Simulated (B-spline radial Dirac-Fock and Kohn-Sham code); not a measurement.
Z = 20 (calcium), transition energy 200 keV. Level of theory: a Dirac-Hartree-Slater potential of the neutral atom with a Latter tail (no hole, which puts coefficients of high multipoles low close above an edge), finite nucleus with surface currents; a radial atomic solver. Subshells that would emit electrons below 1 keV are left out.

Question: A pure transition shows α(K) = 0.0167, L1/L2 = 46.3 and L1/L3 = 33.2. What is its multipolarity?
A. E2
B. M2
C. M3
D. E4
E. E1
F. M1
G. M4
H. E3

Answer: A. For comparison, α(K), L1/L2, L1/L3 are E1 0.00238, 124, 66.8; E3 0.0997, 18.3, 15.4; E4 0.565, 8.88, 8.04; M1 0.00214, 77.1, 138; M2 0.0127, 39.0, 71.2; M3 0.0735, 23.5, 27.3; M4 0.425, 15.8, 13.2.

Values without a named source are computed, but for edge energies of neutral atoms, which are taken from tables.
